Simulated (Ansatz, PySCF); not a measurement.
Noncovalent pair: H4SeSi (SMILES [SiH3][SeH]) (first 6 atoms) with HF (SMILES F); geometry from B3LYP-D3(BJ)/def2-TZVP, rigid monomers moved along the line of their centres of mass till Se2···H8 is 2.71 Å.
(charge 0, multiplicity 1):
```
atom    x (Å)    y (Å)    z (Å)
----  -------  -------  -------
Si     0.6140  -1.3546   0.8601
Se    -0.4734   0.6838   0.9874
H      0.0502  -2.1599  -0.2427
H      2.0175  -0.9959   0.5795
H      0.4886  -2.0777   2.1396
H     -1.7522   0.0804   1.3975
F      0.9636   0.7896   4.3171
H      0.5126   0.8991   3.4999
```

Counterpoise-corrected where a basis set is named; no monomer relaxation. Rows marked so take none.

Cores are frozen in the correlated methods. Filled d and f shells under p-block atoms count as core. CBS: X⁻³ extrapolation of the correlation energy, Hartree–Fock from the larger set. Rows in 6-31G* carry no dispersion term and start afresh at each structure (6-31G* with six Cartesian d functions); the Pople sets are all-electron and without relativity.

Programs: Ansatz (an electronic-structure program) with Gaussian orbitals; PySCF for 6-31G* rows, the dispersion terms. Each number belongs to the level named beside it.

**Question.** Give the interaction energy at the level B3LYP-D3(BJ)/def2-TZVPPD.

**Answer.** -229 meV

**Question.** Estimate the interaction energy that CCSD(T)/CBS(def2-SVPD, def2-TZVPPD) returns for this input.

**Answer.** -189 meV

**Question.** Predict the interaction energy from M06-2X/6-31G* (no counterpoise).

**Answer.** -238 meV
